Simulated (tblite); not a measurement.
Species: C₇H₁₁NSi.
Geometry (GFN2-xTB, Å), atoms numbered from 1 in this order:
```
atom  x, y, z in Å
C1     3.2474   -0.2883   -0.4047
N2     2.1108   -0.4152   -0.9182
C3     0.9298   -0.0101   -0.3445
C4     0.7037    1.2402    0.0936
Si5   -1.0231    1.6966    0.6451
C6    -1.8579    0.0172    0.3442
C7    -1.4363   -0.4802   -1.0469
C8    -0.1646   -1.0390   -0.3829
C9    -0.9486   -1.0686    0.9396
H10    3.4295    0.0959    0.6027
H11    4.1092   -0.5929   -0.9817
H12    1.5153    1.9542    0.0599
H13   -1.6422    2.7447   -0.1738
H14   -1.0611    2.0474    2.0708
H15   -2.9186   -0.0470    0.5833
H16   -2.0775   -1.2785   -1.4207
H17   -1.2891    0.2615   -1.8309
H18    0.2229   -1.9857   -0.7627
H19   -1.4634   -2.0189    1.0817
H20   -0.3912   -0.8228    1.8432
```

Level: GFN2-xTB in tblite, geometry and Hessian alike; calculated harmonic values, unscaled, isolated species. The method is semi-empirical: single wavenumbers can be off by several per cent or more. Modes of hydrogen on silicon can be 10 to 20 % off. One conformer, not necessarily the lowest.

Harmonic wavenumbers (cm⁻¹): 91.7, 114.5, 197.0, 242.4, 307.8, 332.3, 348.3, 353.9, 449.1, 518.9, 544.1, 622.3, 631.3, 688.4, 708.4, 774.6, 779.4, 789.9, 832.6, 867.7, 892.2, 965.5, 992.9, 1001.7, 1028.0, 1036.9, 1065.3, 1097.7, 1114.8, 1117.4, 1159.6, 1167.7, 1227.7, 1233.2, 1236.7, 1249.1, 1262.8, 1332.4, 1422.2, 1482.2, 1495.1, 1593.7, 1732.2, 2214.2, 2229.6, 2897.2, 2965.8, 2971.7, 2973.2, 2981.8, 2989.4, 2993.3, 3052.6, 3060.9.

A = 2523, B = 1164, C = 930.8 MHz; mass 137.066 u (most abundant isotopes); point group C1, symmetry number 1.

Question: What is the zero-point energy?

Answer: ½Σν̃ = 34716 cm⁻¹ = 99.26 kcal/mol.

Question: Give the ideal-gas entropy at 400 K and 1 bar in the rigid-rotor, harmonic-oscillator model (classical rotation).

Answer: Translation 42.14, rotation 30.03, vibration 31.78: S = 104.0 cal/(mol K).

Question: And Cp and H(400 K) − H(0)?

Answer: Cp = 49.68 cal/(mol K), of which vibrations give 41.73 (their classical limit is 54 R = 107.3); H(400 K) − H(0) = 10.65 kcal/mol without the zero-point energy, 7.47 from vibrations.

Question: What must be added to the electronic energy to get the Gibbs energy at 400 K and 1 bar?

Answer: ZPE + [H(400 K) − H(0)] − T·S = 99.26 + 10.65 − 41.58 = 68.33 kcal/mol.

Question: Blend soft modes into free rotors: weight 1/[1 + (100 cm⁻¹/ν̃)⁴] for the oscillator and the rest for a rotor with moment μB/(μ + B), μ = h/(8π²ν), B = 10⁻⁴⁴ kg m². What vibrational entropy results?

Answer: 30.93 cal/(mol K) in place of 31.78, which changes −T·S at 400 K by +0.34 kcal/mol.

Question: Which modes carry the vibrational entropy at 400 K?

Answer: 91.7 cm⁻¹: 4.20; 114.5 cm⁻¹: 3.76; 197.0 cm⁻¹: 2.71; 242.4 cm⁻¹: 2.32; 307.8 cm⁻¹: 1.88; 332.3 cm⁻¹: 1.75 cal/(mol K); the other 48 give 15.15 together.

Hindered rotation and anharmonicity are outside this model. Other conformers, if any are populated, would add a mixing term that is left out. The structure is chiral; the term R ln 2 for an equal mix with its mirror image is left out.
